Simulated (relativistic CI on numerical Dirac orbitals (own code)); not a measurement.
## Pm2+: what numerical and physical settings do to a radial Dirac CI calculation

Reference input:

```
atom Pm  Z=61  charge=2  electrons=59
nucleus A=145  rms_radius_fm=4.9620
hamiltonian dirac-coulomb  breit=on  qed=on  c_scale=1
orbitals kli  potential=per-configuration
slater_scale 1
correlation none
mixing on
grid step=0.0125 r_max=86.5
scf mixing=0.4 start=green max_iterations=150 tolerance=2e-08 node_fill=0.05
configurations
  [Xe] 4f5
  [Xe] 4f4 6s
  [Xe] 4f3 6s2
end
```

Computed lowest total energy -10007.07138 Ha, first excitation 774.8 cm⁻¹, 37 SCF steps. Runs with settings changed; * marks those that are bad on purpose (the QED terms keep the true α when c is scaled):

| Changed | Outcome | Lowest level | ΔE (Ha) | First excitation (cm⁻¹) | SCF steps | Message |
| --- | --- | --- | --- | --- | --- | --- |
| end of the grid at 129.75 bohr, grid step 0.006, speed of light × 0.8 | converged | 4f4 6s 6I_7/2 | -237 | 1089.1 | 40 |  |
| SCF tolerance 1e-06 | converged | 4f5 6H°_5/2 | 1.04e-07 | 774.8 | 32 |  |
| grid step 0.006, SCF mixing 0.2, QED terms off | converged | 4f5 6H°_5/2 | -5.87 | 770.2 | 46 |  |
| QED terms off | converged | 4f5 6H°_5/2 | -5.87 | 770.2 | 37 |  |
| SCF tolerance 0.3 * | converged | 4f5 6H°_5/2 | 0.337 | 463.4 | 9 |  |
| grid step 0.08 * | converged | 4f5 6H°_5/2 | 0.00307 | 774.3 | 37 |  |

With so few configurations and no correlation, terms lie too far apart (by 10 to 50 % near neutrality), their order can be wrong, and levels of other configurations are missing.
